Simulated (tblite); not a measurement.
Parent: `[CH3:1][C@@H:2]([F:3])[CH2:4][SiH2:5][F:6]` with C1–C2–C4–Si5 -171°, C2–C4–Si5–F6 -174°, C3H8F2Si.

The geometries are computed with GFN2-xTB (gas phase). One conformer each, not checked by frequencies here.

```tsv
coordinate of the parent	value
C1–C2	1.521 Å
C2–F3	1.391 Å
C2–C4	1.521 Å
C4–Si5	1.902 Å
Si5–F6	1.615 Å
C1–C2–F3	108.3°
C1–C2–C4	113.4°
F3–C2–C4	108.7°
C2–C4–Si5	112.6°
C4–Si5–F6	105.5°
```

Problem. How does the shared frame change in `[CH3:1]/[C:2]([F:3])=[CH:4]\[SiH2:5][F:6]` with C2–C4–Si5–F6 43°, C3H6F2Si? Atoms pair as C1 = C1, C2 = C2, F3 = F3, C4 = C4, Si5 = Si5, F6 = F6 (parent first).

Solution. 
```csv
parent,relative,value in the relative,change
C1–C2,C1–C2,1.485 Å,-0.036
C2–F3,C2–F3,1.361 Å,-0.030
C2–C4,C2=C4,1.325 Å,-0.196
C4–Si5,C4–Si5,1.871 Å,-0.031
Si5–F6,Si5–F6,1.615 Å,0.000
C1–C2–F3,C1–C2–F3,111.7°,+3.4
C1–C2–C4,C1–C2–C4,129.7°,+16.3
F3–C2–C4,F3–C2–C4,118.6°,+9.9
C2–C4–Si5,C2–C4–Si5,126.1°,+13.5
C4–Si5–F6,C4–Si5–F6,108.9°,+3.4
```

Of the parent's bonds, C2–C4 changes most (-0.196 Å). Point group C1 → C1.

Problem. How does the shared frame change in `[F:1][SiH2:2][CH2:3][C@H:4]([F:5])[SiH3:6]` with F1–Si2–C3–C4 -66°, Si2–C3–C4–F5 -60°, C2H8F2Si2? Atoms pair as C2 = C4, F3 = F5, C4 = C3, Si5 = Si2, F6 = F1 (parent first).

Solution. 
```
   parent   relative  value in the relative  change
    C2–F3      C4–F5                1.397 Å  +0.006
    C2–C4      C4–C3                1.524 Å  +0.003
   C4–Si5     C3–Si2                1.903 Å  +0.001
   Si5–F6     Si2–F1                1.615 Å   0.000
 F3–C2–C4   F5–C4–C3                 108.5°    -0.2
C2–C4–Si5  C4–C3–Si2                 112.6°     0.0
C4–Si5–F6  C3–Si2–F1                 105.7°    +0.2
```

Of the parent's bonds, C2–F3 changes most (+0.006 Å). Bonds of the relative outside the shared frame: C4–Si6 1.922 Å. Point group C1 → C1.
